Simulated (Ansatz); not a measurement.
Harmonic frequencies (cm⁻¹) at PBE0-D4/def2-TZVP from Ansatz: 229, 259, 385, 453, 456, 654, 689, 746, 948, 1048, 1241, 1535, 1870, 3131, 3210.

**Question.** Which molecule is it?
A. `O[Si@H]1S[C@H]1F`
B. `C=NB(F)Br`
C. `OB[SiH](F)[AlH2]`
D. `C1=[CH][InH][S]1`

**Answer.** D.
